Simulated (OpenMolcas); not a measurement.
## Mn5+: input and output

Input:

```
&GATEWAY
Coord
1

Mn 0.0 0.0 0.0
Basis=ANO-RCC-VTZP
Group=XYZ
NoMove
AngMom=0.0 0.0 0.0
AMFI
&SEWARD
* reference wave functions (RASSCF and RASSI steps not shown): 2 electrons in 5 orbitals (3d)
>>> COPY JOB001 $Project.JobIph
&CASPT2
Multistate=10 1 2 3 4 5 6 7 8 9 10
Frozen=2 3
IPEA=0.0
Imaginary=0.1
MaxIter=60
WThr=0.0 0.3 0.05
PrWF=0.5
NoMix
>>> COPY JOB002 $Project.JobIph
&CASPT2
Multistate=15 1 2 3 4 5 6 7 8 9 10 11 12 13 14 15
Frozen=2 3
IPEA=0.0
Imaginary=0.1
MaxIter=60
WThr=0.0 0.3 0.05
PrWF=0.5
NoMix
```

Launched by
```bash
OMP_NUM_THREADS=1 MOLCAS_MEM=1689 MOLCAS_PROJECT=a pymolcas a.inp > a.log  # once for each step of the input, in one work folder
```

Output, cut to the results:

```
--- CASPT2 ---
Orbital specifications:
      -----------------------

      Symmetry species                           1   2
                                                ag  au
      Frozen orbitals                            2   3
      Inactive orbitals                          1   3
      Active orbitals                            5   0
      Secondary orbitals                        22  23
      Deleted orbitals                           0   0
      Number of basis functions                 30  29
Type of calculation                        MS-CASPT2
      Fock operator                              state-specific
      IPEA shift                                 0.00
      Real shift                                 0.00
      Imaginary shift                            0.10
      The input orbitals will be transformed to quasi-canonical
Reference energy:       -1150.9324952215
      E2 (Non-variational):      -0.2955499332
      Shift correction:          -0.0000518337
      E2 (Variational):          -0.2956017669
      Total energy:           -1151.2280969884
      Residual norm:              0.0000000715
      Reference weight:           0.96508
      Contributions to the CASPT2 correlation energy
      Active & Virtual Only:         -0.0050461892
      One Inactive Excited:          -0.1083172694
      Two Inactive Excited:          -0.1821864746
Reference energy:       -1150.9324952215
      E2 (Non-variational):      -0.2986804009
      Shift correction:          -0.0000541953
      E2 (Variational):          -0.2987345962
      Total energy:           -1151.2312298177
      Residual norm:              0.0000001017
      Reference weight:           0.96420
      Contributions to the CASPT2 correlation energy
      Active & Virtual Only:         -0.0052076026
      One Inactive Excited:          -0.1099167741
      Two Inactive Excited:          -0.1835560242
::    CASPT2 Root  1     Total energy:  -1151.22809699
::    CASPT2 Root  2     Total energy:  -1151.23122982
::    CASPT2 Root  3     Total energy:  -1151.22795295
::    CASPT2 Root  4     Total energy:  -1151.23192241
::    CASPT2 Root  5     Total energy:  -1151.22804783
::    CASPT2 Root  6     Total energy:  -1151.22863186
::    CASPT2 Root  7     Total energy:  -1151.22792723
::    CASPT2 Root  8     Total energy:  -1151.14813599
::    CASPT2 Root  9     Total energy:  -1151.14813599
::    CASPT2 Root 10     Total energy:  -1151.14813599
::    MS-CASPT2 Root  1     Total energy:  -1151.23197762
::    MS-CASPT2 Root  2     Total energy:  -1151.23121808
::    MS-CASPT2 Root  3     Total energy:  -1151.22880165
::    MS-CASPT2 Root  4     Total energy:  -1151.22828681
::    MS-CASPT2 Root  5     Total energy:  -1151.22822212
::    MS-CASPT2 Root  6     Total energy:  -1151.22791343
::    MS-CASPT2 Root  7     Total energy:  -1151.22739450
::    MS-CASPT2 Root  8     Total energy:  -1151.14813497
::    MS-CASPT2 Root  9     Total energy:  -1151.14813449
::    MS-CASPT2 Root 10     Total energy:  -1151.14813340
--- CASPT2 ---
Orbital specifications:
      -----------------------

      Symmetry species                           1   2
                                                ag  au
      Frozen orbitals                            2   3
      Inactive orbitals                          1   3
      Active orbitals                            5   0
      Secondary orbitals                        22  23
      Deleted orbitals                           0   0
      Number of basis functions                 30  29
Type of calculation                        MS-CASPT2
      Fock operator                              state-specific
      IPEA shift                                 0.00
      Real shift                                 0.00
      Imaginary shift                            0.10
      The input orbitals will be transformed to quasi-canonical
Reference energy:       -1150.8506781106
      E2 (Non-variational):      -0.3127983022
      Shift correction:          -0.0000625554
      E2 (Variational):          -0.3128608576
      Total energy:           -1151.1635389682
      Residual norm:              0.0000001623
      Reference weight:           0.96121
      Contributions to the CASPT2 correlation energy
      Active & Virtual Only:         -0.0128375681
      One Inactive Excited:          -0.1075171144
      Two Inactive Excited:          -0.1924436197
Reference energy:       -1150.8506781106
      E2 (Non-variational):      -0.3127991545
      Shift correction:          -0.0000625563
      E2 (Variational):          -0.3128617108
      Total energy:           -1151.1635398214
      Residual norm:              0.0000001618
      Reference weight:           0.96121
      Contributions to the CASPT2 correlation energy
      Active & Virtual Only:         -0.0128375519
      One Inactive Excited:          -0.1075165606
      Two Inactive Excited:          -0.1924450421
::    CASPT2 Root  1     Total energy:  -1151.16353897
::    CASPT2 Root  2     Total energy:  -1151.16353982
::    CASPT2 Root  3     Total energy:  -1151.16354016
::    CASPT2 Root  4     Total energy:  -1151.16354954
::    CASPT2 Root  5     Total energy:  -1151.16354862
::    CASPT2 Root  6     Total energy:  -1151.11553898
::    CASPT2 Root  7     Total energy:  -1151.11567327
::    CASPT2 Root  8     Total energy:  -1151.11347730
::    CASPT2 Root  9     Total energy:  -1151.11504674
::    CASPT2 Root 10     Total energy:  -1151.11338698
::    CASPT2 Root 11     Total energy:  -1151.11589513
::    CASPT2 Root 12     Total energy:  -1151.11433511
::    CASPT2 Root 13     Total energy:  -1151.11433017
::    CASPT2 Root 14     Total energy:  -1151.11617748
::    CASPT2 Root 15     Total energy:  -1150.95616116
::    MS-CASPT2 Root  1     Total energy:  -1151.16361053
::    MS-CASPT2 Root  2     Total energy:  -1151.16357615
::    MS-CASPT2 Root  3     Total energy:  -1151.16354680
::    MS-CASPT2 Root  4     Total energy:  -1151.16352024
...
```

Levels above the lowest, from the spin-orbit matrix with the single-state CASPT2 energies, averaged by term, on its diagonal:

```json
{"Configuration": "3d2", "Term": "3F", "J": "2", "E (cm-1)": "0.0", "Measured (cm-1)": "0.0", "g": "0.667", "Term weight %": "100", "Second": ""}
{"Configuration": "3d2", "Term": "3F", "J": "3", "E (cm-1)": "758", "Measured (cm-1)": "746", "g": "1.084", "Term weight %": "100", "Second": ""}
{"Configuration": "3d2", "Term": "3F", "J": "4", "E (cm-1)": "1711", "Measured (cm-1)": "1669", "g": "1.250", "Term weight %": "100", "Second": ""}
{"Configuration": "3d2", "Term": "1D", "J": "2", "E (cm-1)": "15300", "Measured (cm-1)": "15336", "g": "1.016", "Term weight %": "96", "Second": "3 3P"}
{"Configuration": "3d2", "Term": "3P", "J": "0", "E (cm-1)": "18260", "Measured (cm-1)": "17782", "g": "", "Term weight %": "100", "Second": ""}
{"Configuration": "3d2", "Term": "3P", "J": "1", "E (cm-1)": "18530", "Measured (cm-1)": "18057", "g": "1.501", "Term weight %": "100", "Second": ""}
{"Configuration": "3d2", "Term": "3P", "J": "2", "E (cm-1)": "19140", "Measured (cm-1)": "18628", "g": "1.484", "Term weight %": "97", "Second": "3 1D"}
{"Configuration": "3d2", "Term": "1G", "J": "4", "E (cm-1)": "26080", "Measured (cm-1)": "25511", "g": "1.000", "Term weight %": "100", "Second": ""}
{"Configuration": "3d2", "Term": "1S", "J": "0", "E (cm-1)": "60940", "Measured (cm-1)": "", "g": "", "Term weight %": "100", "Second": ""}
```

Against the 7 measured excited levels shown (Corliss and Sugar, J. Phys. Chem. Ref. Data 6, 1253 (1977)) the mean absolute deviation is 300 cm-1; the largest miss in energy is 3d2 1G4: computed 26080, measured 25511 cm-1 (+2.2 %), and the largest in proportion 3d2 3P2 (+2.8 %).

CASPT2 breaks the degeneracy within a term, and the mean is taken; among the terms shown or strongly mixed into the levels shown the widest spread is 880 cm-1 (3d2 3F). Terms from blocks run as CI alone lack orbitals of their own. Measured partners are found by configuration, term and J. A level has none where our copy of the source lacks it or the pairing is in doubt (some pairs that miss far off the trend of their configuration count as doubtful), and it then counts in no deviation. Levels of configurations outside the active space are missing.

The CASPT2 steps took 3 s on 1 thread of Arm Neoverse V2 (shared host); the integral step is not counted.

The term weight is that of the spin-free term in the level, not the purity of its configuration.
